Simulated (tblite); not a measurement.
Record of a relaxation.

C8H9B.
SMILES with atom numbers: `[CH:1]#[C:2][BH:3][C@H:4]1[CH2:5][CH2:6][C:7]12[CH:8]=[CH:9]2` (hydrogens: H10 on C1; H11 on B3; H12 on C4; H13, H14 on C5; H15, H16 on C6; H17 on C8; H18 on C9)

Computed with GFN2-xTB (tblite), gas phase: L-BFGS steps from a force-field or distance-geometry start until the largest atomic force falls under 0.01 eV/Å. 6 of its 176 geometries are shown.

Step 0: E = -618.2700 eV, largest atomic force 4.001 eV/Å
```
atom  x, y, z in Å  |  force x, y, z in eV/Å
C1      3.292    0.899    0.492   -0.174  -0.073  -0.069
C2      2.477    0.104    0.078   -0.144  -0.099   0.133
B3      1.488   -0.938   -0.439    1.058   0.192  -0.607
C4     -0.050   -0.863   -0.221    1.841  -3.480   0.715
C5     -0.553   -0.958    1.243   -0.662   0.201   0.402
C6     -1.608    0.102    0.867   -1.530  -0.850   2.268
C7     -0.811    0.350   -0.323   -1.403   1.069  -1.276
C8     -0.581    1.568   -1.069   -1.527   0.409  -2.817
C9     -1.454    0.678   -1.604    0.915   2.586  -0.646
H10     3.993    1.619    0.845   -0.294  -0.328  -0.160
H11     1.906   -1.778   -1.178    0.039   0.233   0.376
H12    -0.561   -1.718   -0.765    0.413   0.890   0.213
H13     0.108   -0.514    1.998    0.042  -0.739  -0.204
H14    -1.011   -1.921    1.472    0.556   0.070   0.534
H15    -1.786    0.876    1.624   -0.052  -0.048  -0.313
H16    -2.571   -0.420    0.622    0.512   0.716   0.223
H17    -0.136    2.553   -1.273   -0.254  -1.117   0.557
H18    -2.153    0.368   -2.382    0.663   0.367   0.670
```

Step 35: E = -619.1501 eV, largest atomic force 0.159 eV/Å
```
atom  x, y, z in Å  |  force x, y, z in eV/Å
C1      3.082    0.949    0.551   -0.084  -0.074  -0.027
C2      2.322    0.140    0.072    0.101   0.033   0.097
B3      1.475   -0.943   -0.537    0.007   0.060  -0.004
C4     -0.065   -1.043   -0.224   -0.038   0.083  -0.011
C5     -0.536   -0.964    1.256    0.120  -0.073   0.028
C6     -1.583    0.101    0.904    0.065  -0.061   0.101
C7     -0.916    0.229   -0.454   -0.154   0.005  -0.041
C8     -0.552    1.487   -1.160    0.018  -0.044   0.005
C9     -1.488    0.770   -1.720    0.077  -0.002  -0.031
H10     3.742    1.654    0.973   -0.071  -0.006  -0.024
H11     2.018   -1.686   -1.268   -0.079  -0.026  -0.015
H12    -0.548   -1.887   -0.724    0.030  -0.022  -0.003
H13     0.248   -0.578    1.902    0.018   0.034   0.072
H14    -0.916   -1.891    1.680   -0.020  -0.043  -0.037
H15    -1.582    0.991    1.533   -0.011   0.033  -0.022
H16    -2.599   -0.294    0.857    0.012   0.035  -0.027
H17     0.072    2.344   -1.141    0.022   0.062  -0.047
H18    -2.182    0.627   -2.513   -0.012   0.005  -0.012
```

Step 70: E = -619.1721 eV, largest atomic force 0.063 eV/Å
```
atom  x, y, z in Å  |  force x, y, z in eV/Å
C1      2.913    0.962    0.655    0.009  -0.032  -0.013
C2      2.280    0.097    0.099    0.031   0.042   0.036
B3      1.456   -0.947   -0.599    0.025   0.005   0.010
C4     -0.065   -1.075   -0.227   -0.021   0.006  -0.017
C5     -0.500   -0.984    1.260   -0.002   0.014   0.020
C6     -1.484    0.151    0.937   -0.008   0.011  -0.006
C7     -0.889    0.214   -0.460   -0.021  -0.005   0.001
C8     -0.505    1.438   -1.218   -0.007   0.036  -0.048
C9     -1.478    0.734   -1.729   -0.019  -0.050   0.010
H10     3.481    1.710    1.130   -0.020  -0.017  -0.003
H11     1.943   -1.595   -1.446    0.006   0.005  -0.008
H12    -0.562   -1.919   -0.711    0.008  -0.025  -0.047
H13     0.309   -0.667    1.913    0.026   0.024   0.021
H14    -0.944   -1.891    1.664   -0.018  -0.010  -0.020
H15    -1.372    1.057    1.533   -0.014  -0.002   0.012
H16    -2.530   -0.153    0.952   -0.009  -0.002   0.019
H17     0.127    2.290   -1.261    0.043  -0.006  -0.001
H18    -2.190    0.583   -2.504   -0.008   0.005   0.032
```

Step 105: E = -619.1988 eV, largest atomic force 0.068 eV/Å
```
atom  x, y, z in Å  |  force x, y, z in eV/Å
C1      2.870    0.867    1.078    0.004  -0.005   0.041
C2      2.260    0.131    0.343   -0.039  -0.004  -0.001
B3      1.470   -0.729   -0.603    0.013   0.002  -0.004
C4     -0.024   -1.083   -0.280    0.017  -0.002  -0.008
C5     -0.515   -1.034    1.186    0.012   0.012  -0.005
C6     -1.180    0.331    0.949   -0.011   0.011   0.003
C7     -0.865    0.196   -0.532   -0.023   0.003   0.005
C8     -0.684    1.269   -1.552   -0.054  -0.042  -0.001
C9     -1.736    0.508   -1.700    0.054   0.013   0.000
H10     3.400    1.505    1.725    0.021   0.002   0.005
H11     1.945   -1.020   -1.635   -0.002  -0.021  -0.023
H12    -0.404   -1.946   -0.832   -0.009   0.014  -0.008
H13     0.273   -1.039    1.935    0.012   0.017   0.001
H14    -1.231   -1.821    1.418    0.009   0.004   0.007
H15    -0.659    1.162    1.425    0.002  -0.015   0.004
H16    -2.240    0.393    1.200   -0.003  -0.004  -0.002
H17    -0.081    2.076   -1.888    0.004   0.017  -0.011
H18    -2.607    0.243   -2.248   -0.007   0.001  -0.001
```

Step 140: E = -619.2057 eV, largest atomic force 0.039 eV/Å
```
atom  x, y, z in Å  |  force x, y, z in eV/Å
C1      2.932    0.734    1.182    0.016   0.006   0.013
C2      2.309    0.093    0.371   -0.010  -0.017  -0.011
B3      1.499   -0.690   -0.622   -0.011   0.029   0.003
C4      0.000   -1.029   -0.297    0.003  -0.010   0.013
C5     -0.468   -0.970    1.177   -0.010   0.017   0.016
C6     -1.197    0.360    0.926    0.007   0.011  -0.002
C7     -0.894    0.212   -0.556   -0.001   0.001  -0.018
C8     -0.784    1.268   -1.603    0.007  -0.002   0.000
C9     -1.804    0.460   -1.709    0.003   0.008   0.004
H10     3.482    1.294    1.883    0.005  -0.001  -0.002
H11     1.965   -0.968   -1.663    0.000   0.013  -0.002
H12    -0.364   -1.911   -0.829   -0.030  -0.006  -0.005
H13     0.336   -0.916    1.909   -0.012  -0.009  -0.009
H14    -1.143   -1.780    1.445    0.017  -0.008   0.000
H15    -0.707    1.220    1.384   -0.032  -0.018  -0.007
H16    -2.258    0.377    1.181    0.032   0.007   0.021
H17    -0.227    2.095   -1.970   -0.005  -0.009  -0.003
H18    -2.686    0.157   -2.221    0.022  -0.011  -0.011
```

Step 175: E = -619.2143 eV, largest atomic force 0.010 eV/Å
```
atom  x, y, z in Å  |  force x, y, z in eV/Å
C1      3.305    0.289    1.250   -0.005  -0.003  -0.007
C2      2.511   -0.047    0.407    0.004   0.006   0.007
B3      1.510   -0.461   -0.634   -0.003  -0.004   0.001
C4      0.045   -0.864   -0.233   -0.001  -0.002   0.002
C5     -0.414   -0.758    1.240    0.001   0.000   0.001
C6     -1.419    0.349    0.877   -0.001   0.000  -0.002
C7     -1.007    0.217   -0.582    0.003   0.003  -0.003
C8     -0.966    1.266   -1.639   -0.001  -0.002  -0.003
C9     -1.853    0.322   -1.804    0.004   0.001   0.005
H10     4.003    0.583    1.981    0.000  -0.001   0.001
H11     1.812   -0.438   -1.768    0.000   0.001  -0.002
H12    -0.233   -1.820   -0.688    0.002   0.001  -0.002
H13     0.369   -0.442    1.925   -0.002   0.001   0.002
H14    -0.879   -1.663    1.626    0.002  -0.002  -0.001
H15    -1.195    1.321    1.317    0.000   0.003   0.000
H16    -2.463    0.109    1.076    0.000  -0.002   0.004
H17    -0.503    2.158   -1.984    0.000   0.000   0.000
H18    -2.631   -0.114   -2.381   -0.002   0.000  -0.001
```

**Question.** Summarise the path.

**Answer.** The energy falls by 21.78 kcal/mol from step 0 to step 175; nine tenths of that is first reached at step 18. It rises by more than 0.2 meV at step 151. The largest force goes from 4.001 to 0.010 eV/Å. Among the bonds C4–C7 changes most, from 1.436 to 1.548 Å; the atoms move by 0.730 Å rms after alignment.

What follows is the cost of the whole relaxation. Time: 2.0 s wall. Hardware: Arm Neoverse N1, one thread, shared host with 64 logical CPUs at a one-minute load of 60.
